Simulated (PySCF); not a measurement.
C4H4N2, SMILES n1cnccc1. Coordinates come from a PBE0-D3(BJ)/def2-SVP optimisation.

Computed equilibrium geometry at PBE0-D3(BJ)/def2-SVP (PySCF confirms it by a frequency run) as Cartesian coordinates in Å, and its point group:
point group C2v.
```xyz
10

C      0.0000     0.0000    -1.3534
C      0.0000    -1.1827    -0.6181
N      0.0000    -1.1894     0.7122
C      0.0000     0.0000     1.3074
N      0.0000     1.1894     0.7122
C      0.0000     1.1827    -0.6181
H      0.0000     0.0000    -2.4449
H      0.0000    -2.1585    -1.1184
H      0.0000     0.0000     2.4042
H      0.0000     2.1585    -1.1184
```
